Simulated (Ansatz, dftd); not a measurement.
Reaction: C2H3B (SMILES BC#C) → C2H2B (SMILES [BH]C#C, doublet) + H (doublet) (the B-H bond breaks)
Each species at its own B3LYP-D3(BJ)/def2-TZVP minimum (Ansatz, a first-principles code).

Quantity: bond dissociation energy (electronic), in kcal/mol. Open shells are spin-unrestricted; no spin-orbit coupling. Correlated methods leave the cores frozen. Rows without X2C or -DK are non-relativistic. CBS(X,Y): correlation extrapolated as X^-3, Hartree-Fock from the larger set (Q,5: extrapolated as (X+1)exp(-9√X)). A bracket is a step between two methods taken in the basis named. Functionals run without relativity, which enters their misses. '+ core + X2C': CCSD(T) terms for core correlation (cc-pwCVTZ) and scalar relativity (cc-pVTZ-DK). Where a partner has so few electrons that a lower coupled-cluster level is exact, that level stands in. The UHF reference of C2H2B ([BH]C#C, doublet) is spin-contaminated (<S^2> up to 0.18 over the pure value in the sets run).

Compared with CCSD(T)/CBS(cc-pVQZ,cc-pV5Z) + [CCSDT(Q) - CCSD(T)]/cc-pVTZ + core + X2C (Ansatz): 106.9 kcal/mol.

Costs are rough ratios of core time, to one figure, on one kind of shared machine, summed over the single points of the molecules; atoms, geometries and frequencies are left out. The first row took roughly 20 core seconds; short runs hold start-up time.

```
level                            program  cost relative to the first row  difference (kcal/mol)
------------------------  --------------  ------------------------------  ---------------------
B3LYP/def2-TZVPD                  Ansatz                               1                   -2.8
PBE-D3(BJ)/def2-TZVPD     Ansatz + dftd3                               1                   -6.9
CAM-B3LYP/def2-TZVPD              Ansatz                               1                   -1.4
r2SCAN-D3(BJ)/def2-TZVPD  Ansatz + dftd3                               2                   -7.1
r2SCAN/def2-TZVPD                 Ansatz                               2                   -7.2
wB97X-V/def2-TZVPD                Ansatz                               2                    0.0
CCSDT(Q)/cc-pVTZ                  Ansatz                             300                   -1.1
```

The dearest row costs roughly 300 times the first. Costs within a factor of two don't rank. The table holds for this case alone.
